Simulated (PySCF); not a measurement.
YCl₂, SMILES [Cl][Y+][Cl], charge +1.

The structure is a stationary point at B3LYP-D3(BJ)/def2-TZVP. The spin state was assumed, not searched. The isomer is the one that the SMILES or the coordinates give; other isomers of the formula were not compared. The def2 effective core potentials stand for the cores of Y; spin–orbit coupling is left out.

Calculation: PBE/def2-TZVPD (PySCF).

Task: Estimate the frontier levels, gap, dipole moment and polarisability. (The exact figures need the calculation; the answer reports its results.)

Result: 
| Property | Result |
|---|---|
| highest occupied level | -12.53 eV |
| lowest empty level | -8.78 eV |
| orbital gap | 3.75 eV |
| dipole moment about the centre of nuclear charge | 6.62 D |
| mean static polarisability | 57.1 bohr³ (8.46 Å³) |
| polarisability, principal values | 38.9, 49.2, 83.2 bohr³ |
